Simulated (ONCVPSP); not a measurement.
# aluminium: one change to an ONCV potential, before and after

aluminium (Al), optimised norm-conserving Vanderbilt (ONCV), made with ONCVPSP 4.0.1 (LDA (Perdew-Wang 92), scalar-relativistic). Core [Ne], reference 3s2 3p1. Waves: 3s: rc 2.30 bohr, ncon 5, nbas 9, qcut 3.6 1/bohr, 1 projector; 3p: rc 2.75 bohr, ncon 4, nbas 8, qcut 3.3 1/bohr, 2 projectors, debl 1.4 Ha. Local part: polynomial inside 1.55 bohr (lpopt 5, dvloc0 0 Ha). Core correction: Teter function, fcfact 3, rcfact 1.35.

Change: core correction Teter function, fcfact 3, rcfact 1.96.

Cutoffs: the cutoffs (Ha) at which the residual kinetic energy of the hardest occupied pseudo-wave falls to 1 and 0.1 mHa per electron; they do not see the model core or the augmentation charge, which bear on the density cutoff. Errors are all-electron minus pseudo energies relative to the spin-unpolarised reference configuration.

Problem. What does the change do?

Solution. The potential gets neither clearly harder nor softer (5.4 Ha and 11 Ha → 5.4 Ha and 11 Ha); of the 4 tests that both files solve, the error grows in 4 and shrinks in 0 by more than 15 % and 0.3 meV (median size 4.7 → 24.3 meV); neither file shows a bound ghost. A model core, the more so a compact one, raises the density cutoff, which this test does not measure.

| quantity | base | changed |
| --- | --- | --- |
| cutoff, loose | 5.4 Ha | 5.4 Ha |
| cutoff, tight | 11 Ha | 11 Ha |
| bound ghosts | none | none |
| GHOST(+) flags under 300 eV | none | none |
| error for 3s2 3p0, meV [ΔE 5.84 eV] | +2.2 | -18 |
| error for 3s1 3p0, meV [ΔE 25.21 eV] | +33 | -180 |
| error for 3s2 3p0.5, meV [ΔE 2.12 eV] | +0.2 | -3.0 |
| error for 3s1 3p1, meV [ΔE 11.66 eV] | +7.1 | -30 |
| s: phases at 2.33 bohr within 0.05 rad from the reference energy up to (Ha; the scan ends near 5) | 0.7 | 0.7 |
| p: phases at 2.79 bohr within 0.05 rad from the reference energy up to (Ha; the scan ends near 5) | 3.8 | 3.8 |
| rms error of d²Exc/dni dnj with the model core, mHa | 1.12 | 3.70 |
